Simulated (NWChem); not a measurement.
System: ZrI₄; SMILES [I][Zr]([I])([I])[I]

Input file for NWChem:

```
start job
memory heap 200 mb stack 900 mb global 1100 mb
geometry units angstroms noautoz
  Zr     0.000000     0.000000    -0.000004
  I     -2.136796     0.431767     1.559568
  I      2.152071    -0.442178     1.535464
  I     -0.444644    -2.139251    -1.552577
  I      0.429365     2.149665    -1.542460
end
basis spherical
  * library def2-svp
end
ecp
  Zr library def2-ecp
  I library def2-ecp
end
dft
  xc xpbe96 cpbe96
  grid xcoarse
  iterations 150
  mulliken
end
task dft gradient
```

Parts of the log:

```
             Northwest Computational Chemistry Package (NWChem) 7.3.0
             --------------------------------------------------------

 C1  symmetry detected

                             Geometry "geometry" -> ""
                             -------------------------

 Output coordinates in angstroms (scale by  1.889725989 to convert to a.u.)

  No.       Tag          Charge          X              Y              Z
 ---- ---------------- ---------- -------------- -------------- --------------
    1 Zr                  40.0000    -0.00000063    -0.00000225     0.00000099
    2 I                   53.0000     0.45934362     1.41191672    -2.23160659
    3 I                   53.0000    -0.48660549     1.67672698     2.03381212
    4 I                   53.0000    -2.12310062    -1.59333310    -0.37192551
    5 I                   53.0000     2.15036297    -1.49530889     0.56971923

 Effective nuclear repulsion energy (a.u.)    3711.7564919061

 Summary of "ao basis" -> "ao basis" (spherical)
 ------------------------------------------------------------------------------
       Tag                 Description            Shells   Functions and Types
 ---------------- ------------------------------  ------  ---------------------
 Zr                         def2-svp                11       31   5s3p2d1f
 I                          def2-svp                10       26   4s4p2d

            General Information
            -------------------
          SCF calculation type: DFT
          Wavefunction type:  closed shell.
          No. of atoms     :     5
          No. of electrons :   112
           Alpha electrons :    56
            Beta electrons :    56
          Charge           :     0
          Spin multiplicity:     1
          Use of symmetry is: off; symmetry adaption is: off
          Maximum number of iterations: 150
          AO basis - number of functions:   135
                     number of shells:    51
          Convergence on energy requested:  1.00D-06
          Convergence on density requested:  1.00D-05
          Convergence on gradient requested:  5.00D-04

              XC Information
              --------------
          PerdewBurkeErnzerhof Exchange Functional  1.000
            Perdew 1991 LDA Correlation Functional  1.000 local
           PerdewBurkeErnz. Correlation Functional  1.000 non-local

             Grid Information
             ----------------
          Grid used for XC integration:  xcoarse
          Radial quadrature: Mura-Knowles
          Angular quadrature: Lebedev.
          Tag              B.-S. Rad. Rad. Pts. Rad. Cut. Ang. Pts.
          ---              ---------- --------- --------- ---------
          Zr                  1.55       84           8.0       194
          I                   1.40       84          11.0       194
          Grid pruning is: on
          Number of quadrature shells:   420
          Spatial weights used:  Erf1

      Superposition of Atomic Density Guess
      -------------------------------------

 Sum of atomic energies:       -1442.00796418

      Non-variational initial energy
      ------------------------------

 Total energy =   -1233.618661
 1-e energy   =   -3526.109254
 2-e energy   =    1602.217487
 HOMO         =      -0.350501
 LUMO         =       0.009607

     ---------------------------------------------
      Total Density - Mulliken Population Analysis
     ---------------------------------------------

    Atom       Charge   Shell Charges
 -----------   ------   -------------------------------------------------------
    1 Zr  12     9.98  -0.47  1.58  0.89  0.50  0.04  5.80  0.42  0.10  0.72  0.37  0.04
    2 I   25    25.51   1.83  0.22  1.23  0.67  2.92  3.14  2.75  2.74  9.82  0.19
    3 I   25    25.51   1.83  0.22  1.23  0.67  2.92  3.14  2.75  2.74  9.82  0.19
    4 I   25    25.51   1.83  0.22  1.23  0.67  2.92  3.14  2.75  2.74  9.82  0.19
    5 I   25    25.51   1.83  0.22  1.23  0.67  2.92  3.14  2.75  2.74  9.82  0.19

   convergence    iter        energy       DeltaE   RMS-Dens  Diis-err
 ---------------- ----- ----------------- --------- --------- ---------
 d= 0,ls=0.0,diis     1  -1237.7725163838 -1.93D+03  4.61D-02  1.47D+00
 d= 0,ls=0.5,diis     2  -1227.8323333812  9.94D+00  1.38D-02  5.68D+01
 d= 0,ls=0.5,diis     3  -1231.6143674095 -3.78D+00  6.55D-03  4.15D+01
 d= 0,ls=0.5,diis     4  -1233.5649815818 -1.95D+00  6.01D-03  3.14D+01
 d= 0,ls=0.5,diis     5  -1235.2776792219 -1.71D+00  5.67D-03  2.03D+01
 d= 0,ls=0.5,diis     6  -1236.6142308813 -1.34D+00  5.34D-03  1.06D+01
 d= 0,ls=0.5,diis     7  -1237.5064047220 -8.92D-01  3.89D-03  3.84D+00
 d= 0,ls=0.5,diis     8  -1237.8959156484 -3.90D-01  2.50D-03  1.13D+00
 d= 0,ls=0.5,diis     9  -1238.0284933653 -1.33D-01  1.41D-03  3.26D-01
  Resetting Diis
 d= 0,ls=0.5,diis    10  -1238.0641287960 -3.56D-02  9.28D-04  1.51D-01
 d= 0,ls=0.5,diis    11  -1238.0768354640 -1.27D-02  3.13D-03  9.64D-02
 d= 0,ls=0.5,diis    12  -1238.0842510806 -7.42D-03  1.20D-03  8.21D-02
 d= 0,ls=0.5,diis    13  -1238.0905429187 -6.29D-03  7.31D-04  3.68D-02
 d= 0,ls=0.5,diis    14  -1238.0943700767 -3.83D-03  4.36D-04  1.33D-02
 d= 0,ls=0.5,diis    15  -1238.0958245756 -1.45D-03  2.45D-04  4.75D-03
 d= 0,ls=0.5,diis    16  -1238.0963468457 -5.22D-04  1.45D-04  1.86D-03
 d= 0,ls=0.5,diis    17  -1238.0965500499 -2.03D-04  8.86D-05  7.73D-04
 d= 0,ls=0.5,diis    18  -1238.0966358599 -8.58D-05  5.64D-05  3.36D-04
 d= 0,ls=0.5,diis    19  -1238.0966732512 -3.74D-05  3.69D-05  1.52D-04
 d= 0,ls=0.5,diis    20  -1238.0966902843 -1.70D-05  2.51D-05  7.20D-05
 d= 0,ls=0.5,diis    21  -1238.0966984292 -8.14D-06  1.76D-05  3.47D-05
 d= 0,ls=0.5,diis    22  -1238.0967023765 -3.95D-06  1.25D-05  1.72D-05
 d= 0,ls=0.5,diis    23  -1238.0967043643 -1.99D-06  8.95D-06  8.51D-06
 d= 0,ls=0.5,diis    24  -1238.0967053622 -9.98D-07  6.41D-06  4.25D-06

         Total DFT energy =    -1238.096705864873
      One electron energy =    -3529.065299805068
           Coulomb energy =     1695.552495543440
    Exchange-Corr. energy =      -94.857006914349
 Nuclear repulsion energy =      690.273105311105

 Numeric. integr. density =      112.000051432899

                       DFT Final Molecular Orbital Analysis
                       ------------------------------------

 Vector   54  Occ=2.000000D+00  E=-2.499680D-01
              MO Center= -6.6D-01,  4.5D-02,  3.8D-01, r^2= 8.6D+00
   Bfn.  Coefficient  Atom+Function         Bfn.  Coefficient  Atom+Function
  ----- ------------  ---------------      ----- ------------  ---------------
    68      0.351544  3 I  px                71      0.306419  3 I  px
    96      0.303294  4 I  pz                99      0.264377  4 I  pz
    94     -0.178631  4 I  px                43     -0.169531  2 I  py
    95      0.167218  4 I  py                69      0.160522  3 I  py
   121     -0.158247  5 I  py                97     -0.155702  4 I  px

 Vector   55  Occ=2.000000D+00  E=-2.499667D-01
              MO Center=  2.5D-01,  3.3D-01,  2.3D-01, r^2= 8.9D+00
   Bfn.  Coefficient  Atom+Function         Bfn.  Coefficient  Atom+Function
  ----- ------------  ---------------      ----- ------------  ---------------
    43      0.273572  2 I  py               122     -0.268998  5 I  pz
    69     -0.245942  3 I  py                46      0.238464  2 I  py
    70      0.238545  3 I  pz               125     -0.234483  5 I  pz
    72     -0.214384  3 I  py                73      0.207918  3 I  pz
   121     -0.181869  5 I  py                44      0.172394  2 I  pz

 Vector   56  Occ=2.000000D+00  E=-2.499664D-01
              MO Center=  4.1D-01, -3.8D-01, -6.1D-01, r^2= 8.4D+00
   Bfn.  Coefficient  Atom+Function         Bfn.  Coefficient  Atom+Function
  ----- ------------  ---------------      ----- ------------  ---------------
    42      0.371524  2 I  px                45      0.323849  2 I  px
   122      0.237278  5 I  pz                95      0.215515  4 I  py
   121     -0.215625  5 I  py               120     -0.212812  5 I  px
   125      0.206825  5 I  pz                96     -0.191886  4 I  pz
    98      0.187870  4 I  py               124     -0.187955  5 I  py

 Vector   57  Occ=0.000000D+00  E=-1.332975D-01
              MO Center=  2.2D-07,  4.3D-06, -1.0D-05, r^2= 4.1D+00
   Bfn.  Coefficient  Atom+Function         Bfn.  Coefficient  Atom+Function
  ----- ------------  ---------------      ----- ------------  ---------------
    18      0.635347  1 Zr d  1              19      0.487885  1 Zr d  2
    23      0.237663  1 Zr d  1              45     -0.212283  2 I  px
    71      0.210636  3 I  px               125      0.188812  5 I  pz
    24      0.182513  1 Zr d  2              99     -0.176994  4 I  pz
    42     -0.134815  2 I  px                68      0.133782  3 I  px

[...]

                         DFT ENERGY GRADIENTS

    atom               coordinates                        gradient
                 x          y          z           x          y          z
   1 Zr     -0.000001  -0.000004   0.000002   -0.000017  -0.000003  -0.000023
   2 I       0.868034   2.668136  -4.217125   -0.000653  -0.002044   0.003233
   3 I      -0.919551   3.168555   3.843348    0.000709  -0.002403  -0.002948
   4 I      -4.012078  -3.010963  -0.702837    0.003076   0.002286   0.000543
   5 I       4.063597  -2.825724   1.076613   -0.003115   0.002164  -0.000805
```

Level: PBE/def2-SVP with def2 effective core potentials on Zr, I. Geometry: optimised at PBE0/def2-SVP. Not confirmed as a minimum by frequencies. def2 effective core potentials on Zr, I; no spin-orbit coupling.
